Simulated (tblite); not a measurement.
Compound: C6H6OS.
SMILES with atom numbers: `[CH3:1][C:2](=[S:3])[c:4]1[cH:5][cH:6][cH:7][o:8]1` (hydrogens: H9, H10, H11 on C1; H12 on C5; H13 on C6; H14 on C7)

Cartesian coordinates in Å at the GFN2-xTB level; atoms count from 1:
```xyz
14
C6H6OS angstrom
C     -2.300    0.206    0.279
C     -1.235   -0.601   -0.383
S     -1.591   -1.891   -1.329
C      0.121   -0.211   -0.167
C      1.304   -0.754   -0.636
C      2.339    0.034   -0.106
C      1.728    0.999    0.646
O      0.401    0.863    0.618
H     -3.281   -0.192    0.036
H     -2.236    1.245   -0.045
H     -2.159    0.194    1.360
H      1.391   -1.607   -1.276
H      3.391   -0.092   -0.257
H      2.126    1.808    1.227
```

Method: GFN2-xTB as coded in tblite; computed harmonic values from a numerical Hessian at the method's own geometry, unscaled. Errors from tens to a few hundred cm⁻¹ against measured bands are possible. One conformer, not necessarily the lowest.

Harmonic wavenumbers (cm⁻¹): 72.7, 91.2, 157.1, 164.9, 295.7, 413.5, 453.3, 570.2, 579.7, 648.8, 776.1, 828.5, 854.6, 854.7, 857.9, 957.2, 986.4, 1037.4, 1074.7, 1118.5, 1145.5, 1217.0, 1223.4, 1310.0, 1379.1, 1383.6, 1435.5, 1449.1, 1457.3, 1536.5, 2995.6, 3010.8, 3058.5, 3162.9, 3189.3, 3199.1.

A = 3800, B = 1263, C = 953.7 MHz; mass 126.014 u (most abundant isotopes); point group Cs, symmetry number 1.

Question: What is the zero-point energy?

Answer: ½Σν̃ = 22473 cm⁻¹ = 268.84 kJ/mol.

Question: Entropy at 200 K, 1 bar (ideal gas, RRHO, classical rotation)?

Answer: Translation 160.87, rotation 114.86, vibration 50.33: S = 326.1 J/(mol K).

Question: And Cp and H(200 K) − H(0)?

Answer: Cp = 90.10 J/(mol K), of which vibrations give 56.84 (their classical limit is 36 R = 299.3); H(200 K) − H(0) = 12.29 kJ/mol without the zero-point energy, 5.64 from vibrations.

Question: Which modes carry the vibrational entropy at 200 K?

Answer: 72.7 cm⁻¹: 13.80; 91.2 cm⁻¹: 11.97; 157.1 cm⁻¹: 7.73; 164.9 cm⁻¹: 7.37; 295.7 cm⁻¹: 3.45; 413.5 cm⁻¹: 1.77 J/(mol K); the other 30 give 4.26 together.

Question: Blend soft modes into free rotors: weight 1/[1 + (100 cm⁻¹/ν̃)⁴] for the oscillator and the rest for a rotor with moment μB/(μ + B), μ = h/(8π²ν), B = 10⁻⁴⁴ kg m². What vibrational entropy results?

Answer: 48.10 J/(mol K) in place of 50.33, which changes −T·S at 200 K by +0.45 kJ/mol.

Hindered rotation and anharmonicity are outside this model. Other conformers, if any are populated, would add a mixing term that is left out.
